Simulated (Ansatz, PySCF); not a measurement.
Process, species as SMILES: O=CO → [OH] (HO) + [CH]=O (the C-O bond at the site shown breaks; other sites are not compared here)
Geometries: B3LYP-D3(BJ)/def2-TZVP minima from Ansatz (a first-principles code), one conformer each, not searched for the lowest.
Geometry of the first species:
SMILES: O=CO
```xyz
5

O     -1.0316    -0.4355    -0.0191
C      0.0042     0.4206     0.0039
O      1.1586     0.1057     0.0179
H     -0.6697    -1.3375    -0.0221
H     -0.3712     1.4518     0.0079
```

Wanted: bond dissociation energy (0 K, with B3LYP-D3(BJ) harmonic zero-point energies from PySCF), in eV. Correlated levels leave the core frozen unless marked. Open shells are spin-unrestricted. Spin-orbit coupling is left out. No relativistic terms. CBS marks a two-point X^-3 extrapolation of the correlation energy; Hartree-Fock from the larger set.

CCSD(T)/CBS(cc-pVTZ,cc-pVQZ) (Ansatz) gives 4.68 eV.

### Question
Another calculation gave 4.63 eV. Which level was it?
(A) B3LYP/def2-TZVPD (Ansatz)
(B) PBE/def2-TZVPD (Ansatz)
(C) wB97X-V/def2-TZVPD (Ansatz)
(D) SVWN5/def2-TZVPD (Ansatz)

### Answer
C, wB97X-V/def2-TZVPD (Ansatz). The others give 4.75 (PBE), 5.76 (SVWN5), 4.43 (B3LYP) eV.
